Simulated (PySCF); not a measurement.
Several structures and their simulated spectra, in scrambled order.

A. SMILES P(=C/C(C)(C)C)/C(F)=C(F)F
B. `CNN=C1CCCCC1`
C. SMILES C#CC#CC#CC#CC#N

Spectrum 1. $^{1}$H NMR (300 MHz, computed): δ 1.28 (s, 1H). $^{13}$C{$^{1}$H} NMR (computed): δ 112.7 (C), 74.8 (C), 74.5 (CH), 72.7 (C), 71.4 (C), 69.5 (C), 66.4 (C), 65.3 (C), 53.9 (C).

Spectrum 2. $^{1}$H NMR (300 MHz, computed): δ 4.16 (br s, 1H), 3.20 (s, 3H), 2.18 (m, 2H), 1.99 (m, 2H), 1.62 (m, 2H), 1.57 (m, 2H), 1.56 (m, 2H). $^{13}$C{$^{1}$H} NMR (computed): δ 140.7 (C), 42.3 (CH2), 41.1 (CH3), 32.8 (CH2), 31.2 (CH2), 31.0 (CH2), 26.5 (CH2).

Spectrum 3. $^{1}$H NMR (300 MHz, computed): δ 9.03 (m, 1H), 1.35 (s, 9H). $^{13}$C{$^{1}$H} NMR (computed): δ 222.7 (CH), 168.7 (C), 138.6 (C), 44.3 (C), 33.2 (CH3).

PySCF 2.14.0 with density-fitted response routines calculation with σ from GIAO-PBE0/pcSseg-1 and coordinates at the GFN2-xTB level; equivalent nuclei averaged, one conformer, no relativistic terms, isolated molecule.

Chemical shifts δ = σref − σ; TMS for $^{1}$H (σ = 31.72 ppm) and $^{13}$C (σ = 186.93 ppm), all at this level. Splittings of carbon signals by F and P are missing where no couplings were computed. Where no couplings were computed, multiplicities follow the n + 1 count of equivalent neighbours, and m marks all less simple cases (inequivalent or close neighbours, rings, F or P nearby). Shifts are as computed. Against solution values, carbons near 30 ppm lie about +3 ppm off and those near 130 ppm about +5 ppm. Of 1211 compounds with measured shifts, 218 miss one by over three times the rms of a fit or turn the order of signals round; such compounds aren't used in these exercises. OH and NH positions are gas-phase values without hydrogen bonding to other molecules.

Task: Match each spectrum to its structure.

Result: 1–C, 2–B, 3–A.

- Spectrum 1 (C): 9 $^{13}$C signals; δC 112.7 is a nitrile carbon; δC 74.8 is an alkyne carbon.
- Spectrum 2 (B): 7 $^{13}$C signals; δC 42.3 is an sp3 CH2 in a ring; δC 41.1 is a methyl carbon bonded to N.
- Spectrum 3 (A): 5 $^{13}$C signals; δC 138.6 is a fully substituted alkene carbon; δC 44.3 is a quaternary sp3 carbon.
